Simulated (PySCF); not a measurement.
Harmonic spectrum computed at PBE0 in the def2-TZVP basis family (core potentials from Rb on, PySCF, no spin–orbit coupling):

```json
{"ω (cm⁻¹)": "869", "IR (km/mol, summed over degenerate members)": "242", "degeneracy": "1"}
{"ω (cm⁻¹)": "1531", "IR (km/mol, summed over degenerate members)": "148", "degeneracy": "2"}
{"ω (cm⁻¹)": "3371", "IR (km/mol, summed over degenerate members)": "0.0", "degeneracy": "1"}
{"ω (cm⁻¹)": "3547", "IR (km/mol, summed over degenerate members)": "561", "degeneracy": "2"}
```

Which molecule gave it? In each, all ligands are bound to the one heavy central atom.
A. NH₃⁺ (doublet)
B. CH₃⁺ (singlet)
C. TiH₃⁺ (singlet)
D. ZrH₃⁺ (singlet)

A. It has D3h symmetry with N–H 1.024 Å (×3).
